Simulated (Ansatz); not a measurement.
Isolated molecules relaxed with PBE0-D4/def2-TZVP in Ansatz; ΔE leaves out vibrations. CCSD(T)/CBS is the MP2 limit (def2-TZVPP, def2-QZVPP) plus CCSD(T) − MP2 in def2-TZVPP, frozen cores. Functionals use def2-TZVPP. B3LYP here is the variant with VWN-RPA as its local correlation; programs differ in this.

Reaction (isomerisation): `CN1CB[SiH2]1` → `CN1B[SiH]1C`

```tsv
level	ΔE (kcal/mol)
PBE0-D4	-36.6
B3LYP-D4	-37.0
ωB97X-V	-34.8
ωB97M-V	-37.2
r2SCAN	-39.1
HF/def2-TZVPP	-31.9
MP2/def2-QZVPP	-38.9
MP2/CBS(def2)	-38.9
```

Problem. What does CCSD(T)/CBS give? (An estimate is asked.)

Solution. Computed: -37.2 kcal/mol. The listed levels differ from it by 0.6, 0.2, 2.4, 0.0, -1.9, 5.3, -1.7, -1.7 kcal/mol.

Largest T1 diagnostic among the species: 0.013.

The D4 term adds +0.8 kcal/mol with B3LYP and +0.4 kcal/mol with PBE0; it sums over pairs of atoms, weighted by their polarisabilities, and B3LYP, whose exchange is more repulsive, gets the larger term. In def2-TZVPP, CCSD(T) changes the Hartree–Fock value by −5.3 kcal/mol (the triples alone add −1.1 kcal/mol) and MP2 by −6.9 kcal/mol.
